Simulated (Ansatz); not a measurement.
Relaxation of BClH5NO (9 atoms, charge 0, multiplicity 1), to a largest force component of 0.03 eV/Å in at most 50 steps.

Computed with RKS B3LYP/6-31G* (Ansatz 0.2.0).

```xyz
9
Properties=species:S:1:pos:R:3
B -0.199 0.475 -0.343
Cl -0.190 -0.147 2.668
H 0.768 -0.215 -0.288
N -1.396 -0.023 -0.882
H -1.473 -0.987 -1.171
H -2.265 0.490 -0.958
O -0.040 1.795 0.085
H -0.848 2.322 -0.006
H 0.203 1.006 2.127
```

Question: Where does it end, and by what steps?

Answer: The run converged. After 17 steps the energy has fallen by 0.277 eV; Cl2 moved furthest, 1.82 Å.

```csv
step,energy less start (eV),largest force component (eV/Å),accepted
0,0.0000,0.893,yes
1,-0.0734,0.903,yes
2,-0.0820,1.157,yes
3,-0.1618,0.659,yes
4,-0.2033,0.381,yes
5,-0.2328,0.096,yes
6,-0.2449,0.294,yes
7,-0.2541,0.357,yes
8,-0.2609,0.235,yes
9,-0.2657,0.225,yes
10,-0.2664,0.458,yes
11,-0.2727,0.195,yes
12,-0.2728,0.163,yes
13,-0.2751,0.111,yes
14,-0.2757,0.045,yes
15,-0.2758,0.095,yes
16,-0.2764,0.045,yes
17,-0.2766,0.015,yes
```

```xyz
9
Properties=species:S:1:pos:R:3
B -0.450 0.145 -0.366
Cl 0.821 1.114 3.503
H 0.443 -0.643 -0.311
N -1.363 0.111 -1.431
H -1.283 -0.576 -2.167
H -2.148 0.737 -1.555
O -0.517 1.070 0.665
H -1.256 1.694 0.600
H 0.314 1.064 2.294
```

Run time: 51 s on 1 thread of Arm Neoverse V2 (shared host), peak memory 0.16 GiB.
